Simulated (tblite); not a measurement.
Compound: C₅H₁₂OSi.
Geometry (GFN2-xTB, Å), atoms numbered from 1 in this order:
```
atom  x, y, z in Å
C1    -1.7362    0.9785   -0.4119
C2    -0.6913    0.1424    0.3290
C3    -1.2262   -1.2668    0.5632
C4     0.6178    0.1336   -0.4647
Si5    2.0194   -0.9380    0.3199
C6     1.2063    1.4854   -0.5822
O7     1.8733    1.8885   -1.5000
H8    -1.3636    1.9830   -0.6021
H9    -1.9795    0.5191   -1.3681
H10   -2.6500    1.0559    0.1738
H11   -0.5007    0.6106    1.3023
H12   -1.3181   -1.7989   -0.3813
H13   -2.2091   -1.2207    1.0271
H14   -0.5663   -1.8325    1.2167
H15    0.4446   -0.2608   -1.4703
H16    3.2919   -0.5928   -0.3029
H17    1.7083   -2.3477    0.0816
H18    2.0458   -0.6587    1.7576
H19    1.0240    2.1292    0.3048
```

Level: GFN2-xTB in tblite, geometry and Hessian alike; calculated harmonic values, unscaled, isolated species. This tight-binding method is rough: wavenumbers can miss measured ones by several per cent, in bad cases by 10 to 20. Modes of hydrogen on silicon can be 10 to 20 % off. One conformer, not necessarily the lowest.

Harmonic wavenumbers (cm⁻¹): 64.9, 97.7, 123.9, 175.7, 210.7, 227.9, 256.9, 272.1, 335.5, 364.0, 464.6, 517.9, 543.2, 552.1, 714.6, 766.4, 778.9, 796.7, 889.1, 940.0, 951.3, 975.2, 995.2, 1072.5, 1116.2, 1158.2, 1166.9, 1180.4, 1241.1, 1320.0, 1344.3, 1400.9, 1409.3, 1422.7, 1493.3, 1496.2, 1504.8, 1506.8, 1754.7, 2261.3, 2273.8, 2323.7, 2717.4, 2917.0, 2944.9, 3025.8, 3026.0, 3031.4, 3032.9, 3036.2, 3038.0.

A = 2356, B = 1788, C = 1089 MHz; mass 116.066 u (most abundant isotopes); point group C1, symmetry number 1.

Zero-point energy?

½Σν̃ = 33616 cm⁻¹ = 96.11 kcal/mol.

Give the ideal-gas entropy at 350 K and 1 bar in the rigid-rotor, harmonic-oscillator model (classical rotation).

Translation 40.98, rotation 29.12, vibration 32.44: S = 102.5 cal/(mol K).

And Cp and H(350 K) − H(0)?

Cp = 43.07 cal/(mol K), of which vibrations give 35.12 (their classical limit is 51 R = 101.3); H(350 K) − H(0) = 8.97 kcal/mol without the zero-point energy, 6.19 from vibrations.

How do the functions run with temperature in this model?

```csv
T (K),S (cal/(mol K)),Cp (cal/(mol K)),H − H(0) (kcal/mol),G − H(0) (kcal/mol),ln q(vib)
50,56.5,12.0,0.47,-2.36,0.27
100,66.9,18.4,1.23,-5.46,1.20
298.15,96.0,38.1,6.87,-21.77,6.10
373.15,105.4,45.2,10.00,-29.32,8.01
500,120.1,55.8,16.42,-43.64,11.21
750,145.9,71.2,32.43,-76.97,17.32
1000,167.9,81.6,51.63,-116.26,23.03
```

q(vib) and H(0) count from the zero-point level.

Blend soft modes into free rotors: weight 1/[1 + (100 cm⁻¹/ν̃)⁴] for the oscillator and the rest for a rotor with moment μB/(μ + B), μ = h/(8π²ν), B = 10⁻⁴⁴ kg m². What vibrational entropy results?

30.86 cal/(mol K) in place of 32.44, which changes −T·S at 350 K by +0.55 kcal/mol.

Which modes carry the vibrational entropy at 350 K?

64.9 cm⁻¹: 4.62; 97.7 cm⁻¹: 3.81; 123.9 cm⁻¹: 3.35; 175.7 cm⁻¹: 2.68; 210.7 cm⁻¹: 2.33; 227.9 cm⁻¹: 2.19 cal/(mol K); the other 45 give 13.46 together.

Hindered rotation and anharmonicity are outside this model. Other conformers, if any are populated, would add a mixing term that is left out. The structure is chiral; the term R ln 2 for an equal mix with its mirror image is left out.
